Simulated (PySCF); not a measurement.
## Correlation energy of Tc⁻ (technetium, charge -1)

[Kr] 4d6 5s2, high-spin 5D determinant. All numbers are calculated (PySCF 2.14, a scalar-relativistic core potential, in aug-cc-pVTZ-PP with one added diffuse shell each of s, p, d, f, g type with ECP28MDF (7s7p6d4f3g, 113 functions)). Frozen: 4s2 4p6; 8 electrons correlated.

MP2 pair energies summed by pair of shells (mhartree):

```tsv
pair	energy	share (%)
4d-4d	-110.14	74.0
4d-5s	-32.60	21.9
5s-5s	-6.12	4.1
```

Total MP2 correlation energy: -148.86 mhartree.

Same-spin part -81.22 and opposite-spin part -67.63 mhartree; SCS-MP2 scales them by 1/3 and 6/5 to -108.23 mhartree.

The Hartree-Fock reference does not bind the outermost electron (its level is positive or very diffuse), so these energies belong to a reference that the basis holds together.
